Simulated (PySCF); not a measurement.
Predicted spectroscopic data

Calculated, not measured (PySCF 2.14): GFN2-xTB structure, PBE0/pcSseg-1 with gauge-including orbitals. A single conformation, no solvent model, no relativistic terms, rapidly exchanging positions averaged.

δ = σ(ref) − σ, references computed at the same level: TMS for ¹H and ¹³C. Splittings of carbon signals by F and P are missing where no couplings were computed. Where no couplings were computed, multiplicities follow the n + 1 count of equivalent neighbours, and m marks all less simple cases (inequivalent or close neighbours, rings, F or P nearby). Shifts are as computed. Against solution values, carbons near 30 ppm lie about +3 ppm off and those near 130 ppm about +5 ppm. Of 1309 compounds with measured shifts, 239 miss one by over three times the rms of a fit or turn the order of signals round; such compounds aren't used in these exercises.

Compound 1 (C4H7ClO2Si). ¹H NMR (500 MHz, computed): δ 8.05 (s, 1H), 6.61 (m, 1H), 6.51 (m, 1H), 5.51 (d, 2H), 4.77 (d, 2H). ¹³C{¹H} NMR (computed): δ 166.3 (CH), 147.2 (CH), 145.3 (CH), 67.3 (CH2). Structure: `O=COC/C=C\[SiH2]Cl`.

Compound 2 (C7H13OPSi). ¹H NMR (500 MHz, computed): δ 6.54 (m, 1H), 6.17 (d, 1H), 5.93 (m, 1H), 5.51 (m, 1H), 5.49 (m, 1H), 5.45 (m, 1H), 5.00 (m, 1H), 4.57 (m, 1H), 1.39 (m, 2H), 0.32 (m, 3H). ¹³C{¹H} NMR (computed): δ 156.2 (CH), 149.4 (C), 148.9 (CH), 133.4 (CH2), 119.5 (CH), 98.4 (CH2), 0.2 (CH3). Structure: `C=CO/C=C\C(=C)[Si@H](C)P`.
